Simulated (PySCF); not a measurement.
## SMILES B1(C=C)CCCCC1, C₇H₁₃B

Molfile (atoms numbered from 1):
```
C7H13B
     RDKit          3D

 21 21  0  0  0  0  0  0  0  0999 V2000
    3.1992   -0.6247   -0.4702 C   0  0  0  0  0  0  0  0  0  0  0  0
    2.2594    0.2990   -0.6627 C   0  0  0  0  0  0  0  0  0  0  0  0
    0.7793    0.1987   -0.1926 B   0  0  0  0  0  0  0  0  0  0  0  0
   -0.1795    1.4403   -0.3793 C   0  0  0  0  0  0  0  0  0  0  0  0
   -1.6695    1.0856   -0.4289 C   0  0  0  0  0  0  0  0  0  0  0  0
   -2.0389    0.0848    0.6613 C   0  0  0  0  0  0  0  0  0  0  0  0
   -1.3021   -1.2360    0.4614 C   0  0  0  0  0  0  0  0  0  0  0  0
    0.2166   -1.0603    0.5769 C   0  0  0  0  0  0  0  0  0  0  0  0
    4.2169   -0.5053   -0.8120 H   0  0  0  0  0  0  0  0  0  0  0  0
    2.9888   -1.5470    0.0478 H   0  0  0  0  0  0  0  0  0  0  0  0
    2.5638    1.1979   -1.1917 H   0  0  0  0  0  0  0  0  0  0  0  0
    0.0759    2.0515   -1.2485 H   0  0  0  0  0  0  0  0  0  0  0  0
   -0.0118    2.0878    0.4903 H   0  0  0  0  0  0  0  0  0  0  0  0
   -1.8990    0.6467   -1.4030 H   0  0  0  0  0  0  0  0  0  0  0  0
   -2.2780    1.9881   -0.3241 H   0  0  0  0  0  0  0  0  0  0  0  0
   -3.1169   -0.0939    0.6422 H   0  0  0  0  0  0  0  0  0  0  0  0
   -1.7848    0.5004    1.6393 H   0  0  0  0  0  0  0  0  0  0  0  0
   -1.6526   -1.9679    1.1942 H   0  0  0  0  0  0  0  0  0  0  0  0
   -1.5411   -1.6258   -0.5311 H   0  0  0  0  0  0  0  0  0  0  0  0
    0.7027   -1.9965    0.2957 H   0  0  0  0  0  0  0  0  0  0  0  0
    0.4627   -0.9065    1.6344 H   0  0  0  0  0  0  0  0  0  0  0  0
  1  2  2  0
  2  3  1  0
  3  4  1  0
  4  5  1  0
  5  6  1  0
  6  7  1  0
  7  8  1  0
  8  3  1  0
  1  9  1  0
  1 10  1  0
  2 11  1  0
  4 12  1  0
  4 13  1  0
  5 14  1  0
  5 15  1  0
  6 16  1  0
  6 17  1  0
  7 18  1  0
  7 19  1  0
  8 20  1  0
  8 21  1  0
M  END
```

Method used: PySCF 2.14.0, GIAO PBE/pcSseg-1 magnetisability, rotational g tensor and spin-rotation constants, non-relativistic, gas phase. Geometry: GFN2-xTB.

Q: Give the nuclear spin-rotation constants along the inertial axes (H = +C I·J) beside the isotropic shieldings.

A: Rotational constants 3.8624, 1.3292, 1.0400 GHz. A star marks the isotopologue with that one atom substituted, in its own axes.
```tsv
atom	isotope	Caa (kHz)	Cbb (kHz)	Ccc (kHz)	mean (kHz)	σ (ppm)
B3	11B	1.991	0.553	0.157	0.900	19.0
H9	1H	0.376	-0.123	-0.113	0.047	25.0
H10	1H	-0.341	0.131	-0.116	-0.108	25.0
H11	1H	-0.292	0.134	-0.119	-0.092	24.6
H12	1H	-0.390	0.010	-0.091	-0.157	29.8
H13	1H	-0.441	-0.138	0.018	-0.187	30.5
H14	1H	-0.434	-0.147	0.038	-0.181	30.2
H15	1H	-0.166	-0.049	-0.097	-0.104	29.5
H16	1H	0.112	-0.142	-0.103	-0.044	29.6
H17	1H	-0.406	-0.158	0.037	-0.176	30.2
H18	1H	-0.339	0.010	-0.095	-0.142	29.4
H19	1H	-0.443	-0.144	0.037	-0.183	30.2
H20	1H	-0.269	-0.029	-0.088	-0.129	29.5
H21	1H	-0.466	-0.127	0.014	-0.193	30.7
C1	13C*	1.740	0.573	0.144	0.819	36.7
C2	13C*	1.633	0.654	0.144	0.810	31.4
C4	13C*	0.693	0.255	0.152	0.367	149.0
C5	13C*	0.724	0.206	0.171	0.367	150.8
C6	13C*	0.701	0.234	0.168	0.368	148.3
```
For the geometry as given, no vibrational averaging.

Q: How do the rotational constants and the g tensor change when H9, H10, H11, H12, H13, H14, H15, H16, H17, H18, H19, H20, H21 are replaced by deuterium?

A: Constants 2.9504, 1.1160, 0.8698 GHz; g -0.0292, -0.0118, -0.0015, against -0.0382, -0.0141, -0.0018 before.
